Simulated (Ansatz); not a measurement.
C₂H₆S₂Si (`CC1(S)[SiH2]S1`), relaxed with RKS PBE0-D4/def2-TZVP in Ansatz 0.2.0 from a PBE-D4/def2-SVP geometry. The force threshold is 0.005 eV/Å; the program also tests the step.

The species carries charge 0 and has multiplicity 1.

Start:

```xyz
11

C    -0.128   -0.065    1.359
C    -0.262   -0.053   -0.154
S    -1.809    0.640   -0.785
Si    1.228    0.219   -1.271
S     0.337   -1.680   -0.983
H     0.869   -0.432    1.672
H    -0.892   -0.731    1.816
H    -0.282    0.956    1.763
H    -2.649   -0.282   -0.222
H     1.042    0.925   -2.577
H     2.546    0.503   -0.617
```

```json
{"step": "1", "energy (eV)": "-31708.6444", "largest force (eV/Å)": "0.763", "largest move (Å)": "0.000"}
{"step": "2", "energy (eV)": "-31708.6962", "largest force (eV/Å)": "0.285", "largest move (Å)": "0.028"}
{"step": "3", "energy (eV)": "-31708.7036", "largest force (eV/Å)": "0.053", "largest move (Å)": "0.024"}
{"step": "4", "energy (eV)": "-31708.7043", "largest force (eV/Å)": "0.039", "largest move (Å)": "0.009"}
{"step": "5", "energy (eV)": "-31708.7044", "largest force (eV/Å)": "0.014", "largest move (Å)": "0.008"}
{"step": "6", "energy (eV)": "-31708.7044", "largest force (eV/Å)": "0.004", "largest move (Å)": "0.004"}
```

End:

```xyz
11

C    -0.123   -0.062    1.348
C    -0.260   -0.050   -0.156
S    -1.792    0.630   -0.769
Si    1.211    0.215   -1.255
S     0.323   -1.647   -0.974
H     0.864   -0.416    1.652
H    -0.870   -0.724    1.796
H    -0.281    0.943    1.745
H    -2.621   -0.287   -0.233
H     1.036    0.913   -2.546
H     2.514    0.486   -0.608
```

Run time 27 s (4 threads of an Arm Neoverse V2 on a shared host); peak host memory 0.65 GiB.
